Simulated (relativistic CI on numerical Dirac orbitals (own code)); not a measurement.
# Transition arrays of Ce18+

These numbers are calculated, not measured: Dirac-Coulomb-Breit CI, KLI orbitals optimised for each configuration, a model potential for QED, valence Slater integrals scaled by 0.9, whole transition arrays (own radial code, finite nucleus).

Configuration list (outside the closed core [Ar] 3d10 4s2): 4p6 4d4, 4p6 4d3 4f, 4p5 4d5, 4p6 4d3 5p, 4p6 4d3 5f. Levels of other configurations are missing.

All E1 lines from the levels of 4p6 4d4; mean and standard deviation are weighted by gf, and upper levels are sorted by their leading configuration.

| Upper configuration | Lines | Σgf | Mean (eV) | Mean (nm) | σ (eV) | Strongest line (nm) |
| --- | --- | --- | --- | --- | --- | --- |
| 4p6 4d3 4f | 2930 | 853.1 | 140.87 | 8.801 | 4.78 | 8.713 |
| 4p5 4d5 | 3140 | 568.3 | 141.07 | 8.789 | 8.57 | 8.531 |
| 4p6 4d3 5p | 1718 | 88.3 | 186.02 | 6.665 | 3.23 | 6.623 |
| 4p6 4d3 5f | 2825 | 88.5 | 276.66 | 4.481 | 3.12 | 4.490 |

Σgf per state of the lower configuration in bins of 0.2 nm over the central range (centre: value): 4.5: 0.40, 6.5: 0.09, 6.7: 0.29, 8.3: 0.14, 8.5: 0.86, 8.7: 3.86, 8.9: 1.43, 9.1: 0.11.

(1) How do configuration mixing and the scaling of the Slater integrals move the arrays?

## Answers

(1) Slater scale 0.9, no configuration mixing: 4p6 4d3 4f 132.0 ± 5.7 eV (Σgf 654.5), 4p5 4d5 127.5 ± 11.6 eV (Σgf 632.9), 4p6 4d3 5p 186.2 ± 3.2 eV (Σgf 104.1), 4p6 4d3 5f 276.5 ± 3.1 eV (Σgf 103.6); Slater scale 1: 4p6 4d3 4f 143.4 ± 4.7 eV (Σgf 896.6), 4p5 4d5 143.8 ± 8.8 eV (Σgf 553.6), 4p6 4d3 5p 186.0 ± 3.5 eV (Σgf 85.8), 4p6 4d3 5f 276.7 ± 3.3 eV (Σgf 87.7); Slater scale 0.8: 4p6 4d3 4f 138.3 ± 4.7 eV (Σgf 818.0), 4p5 4d5 138.4 ± 8.5 eV (Σgf 575.0), 4p6 4d3 5p 186.0 ± 3.0 eV (Σgf 90.6), 4p6 4d3 5f 276.6 ± 2.9 eV (Σgf 89.3). With mixing, levels are counted to their leading configuration, so an array can shrink or vanish into another, and the sums then hold other lines.
